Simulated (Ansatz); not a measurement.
Computed with Ansatz on PBE0-D4/def2-TZVP structures; ΔE is electronic, products minus reactants. CCSD(T)/CBS is the MP2 limit (def2-TZVPP, def2-QZVPP) plus CCSD(T) − MP2 in def2-TZVPP, frozen cores. This one scheme is used for every species. Functionals use def2-TZVPP. B3LYP here is the variant with VWN-RPA as its local correlation; programs differ in this. HSE06 is defined as in plane-wave codes. For As outer-core shells are correlated without core-valence functions, which leaves a few kJ/mol of doubt a bond. Scalar relativity is left out up to krypton. One conformer a species, not always the lowest.

`[SiH3]CB[AsH2]` + BH₃ → `BBC[SiH3]` + `[AsH3]`  (formal exchange of groups at a B–As bond)

`[SiH3]CB[AsH2]`:

```xyz
12

Si    1.495   -0.781   -0.696
C     0.054   -0.784    0.534
B    -1.068    0.082   -0.062
As   -1.129    2.084    0.120
H     2.066    0.585   -0.812
H     2.552   -1.708   -0.212
H     1.044   -1.228   -2.040
H     0.478   -0.418    1.474
H    -0.224   -1.838    0.637
H    -1.850   -0.396   -0.835
H    -0.789    2.193    1.595
H    -2.629    2.208    0.297
```

BH₃:

Cartesian coordinates in Å:
```
B 0.000 0.000 0.000
H 0.136 -1.031 0.585
H -1.092 0.453 -0.166
H 0.956 0.579 -0.419
```

`BBC[SiH3]`:

Cartesian coordinates in Å:
```
B -1.900 -0.419 1.008
B -0.335 -0.796 0.687
C 0.429 -0.664 -0.650
Si 1.198 1.065 -0.669
H -2.247 0.683 1.335
H -2.766 -1.252 0.991
H 0.305 -1.161 1.647
H -0.189 -0.706 -1.552
H 1.277 -1.349 -0.748
H 2.040 1.288 0.536
H 2.051 1.206 -1.878
H 0.137 2.105 -0.707
```

`[AsH3]`:

Cartesian coordinates in Å:
```
As -0.262 0.157 0.557
H 1.234 0.200 0.283
H -0.394 -1.216 -0.085
H -0.577 0.860 -0.755
```

```csv
level,ΔE (kJ/mol),difference from CCSD(T)/CBS
LDA (SPW92),8.5,-21.8
PBE-D4,15.2,-15.1
revPBE-D4,18.4,-11.9
BLYP-D4,17.8,-12.5
r2SCAN-D4,18.0,-12.3
B97M-V,8.4,-21.9
PBE0-D4,20.3,-10.0
B3LYP-D4,20.7,-9.6
r2SCAN0-D4,22.2,-8.1
HSE06-D4,20.3,-10.0
BHLYP-D4,26.0,-4.3
CAM-B3LYP-D4,19.1,-11.2
ωB97X-V,21.6,-8.7
B2PLYP,24.3,-6.0
PBE-QIDH,28.8,-1.5
PBE,11.4,-18.9
revPBE,11.6,-18.7
BLYP,10.1,-20.2
r2SCAN,17.1,-13.2
PBE0,16.8,-13.5
B3LYP,14.4,-15.9
r2SCANh,18.8,-11.5
r2SCAN0,21.1,-9.2
HSE06,16.9,-13.4
BHLYP,19.6,-10.7
CAM-B3LYP,15.4,-14.9
LC-ωPBE,18.1,-12.2
RPA@PBE/def2-TZVPP,33.1,2.8
MP2/def2-SVP,32.1,1.8
CCSD(T)/def2-SVP,23.1,-7.2
HF/def2-TZVPP,25.7,-4.6
MP2/def2-TZVPP,40.2,9.9
CCSD/def2-TZVPP,28.6,-1.7
CCSD(T)/def2-TZVPP,30.5,0.2
HF/def2-QZVPP,24.9,-5.4
MP2/def2-QZVPP,39.8,9.5
SCS-MP2/def2-QZVPP,35.6,5.3
HF/CBS(def2),24.7,-5.6
MP2/CBS(def2),40.0,9.7
CCSD/CBS(def2),28.4,-1.9
CCSD(T)/CBS,30.3,0
```

Question: What do rigid-rotor, harmonic-oscillator terms from PBE0-D4/def2-TZVP frequencies (298.15 K, 1 bar) make of the CCSD(T)/CBS value? (Best estimate.)

Answer: Computed: ΔZPE = -2.4 kJ/mol, ΔH = +27.2 kJ/mol, ΔS = 11 J/(mol·K), ΔG = +23.9 kJ/mol. Modes under 50 cm⁻¹ make the entropy rough.

Largest T1 diagnostic among the species: 0.013.

Leaving LDA and LC-ωPBE aside and taking each functional with its dispersion term where it has one, the values spread over 20.4 kJ/mol, from B97M-V to PBE-QIDH. From PBE to PBE0 (25 % exact exchange), in def2-TZVPP and without D4, ΔE moves by +5.4 kJ/mol. The D4 term adds +6.3 kJ/mol with B3LYP and +3.4 kJ/mol with PBE0; it sums over pairs of atoms, weighted by their polarisabilities, and B3LYP, whose exchange is more repulsive, gets the larger term.
